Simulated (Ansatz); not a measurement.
A run for Ansatz (a program for electronic structure): U-CCSD(T)/cc-pVTZ on BF2H (SMILES FBF), a point of a bond scan (R = 0.949 Å).

Ansatz 0.2 input:
```yaml
crystal:
  periodic: [false, false, false]
  atoms:
    - {symbol: B, position_ang: [-0.23542436, -0.38535740, 0.08189990]}
    - {symbol: H, position_ang: [-0.72244273, -1.18253970, 0.25132484]}
    - {symbol: F, position_ang: [0.89919528, -0.13880538, 0.70491879]}
    - {symbol: F, position_ang: [-0.67460427, 0.50643007, -0.78304996]}
basis:
  gaussian:
    orbitals: cc-pVTZ
correlation: {method: ccsd_t, electrons: outside_noble_gas}
scf: {omitted_lower_state_checks: [cluster_reference]}
magnetization: {spin_polarized: true, initial_magnetization: 0}
```

The head of its log:

```
WARN ansatz: RAYON_NUM_THREADS=1 ignored (pool sized by the plan → 1); use --threads N
Functional definition: HF
these checks for a lower state are left out or cut short: cluster_reference
integrals: 0.19 GiB planned
634 factors; integrals over basis functions are off by at most 1.4e-3 eV
mean field: 0.21 GiB planned
mean field evaluation 1: about -6102.2473 eV, gradient 2.2e1 eV
mean field evaluation 2: about -6102.2487 eV, gradient 2.2e1 eV
mean field evaluation 4: about -6103.8970 eV, gradient 1.4e0 eV
mean field evaluation 8: about -6103.9119 eV, gradient 3.1e-4 eV
mean field -6103.91194065 eV, -224.3146264386 hartree, gradient 1.0e-6 eV, S^2 0.000000; 0 other end points of the search recorded, 0 dependent functions left out
3 core orbitals not correlated
reference -6103.91194065 eV, -224.3146264386 hartree; 9, 9 occupied and 92, 92 virtual orbitals, 634 factors
```

### Question
Predict the final total energy.

### Answer
-224.9390 hartree (reference determinant -224.3146, T1 diagnostic 0.013).
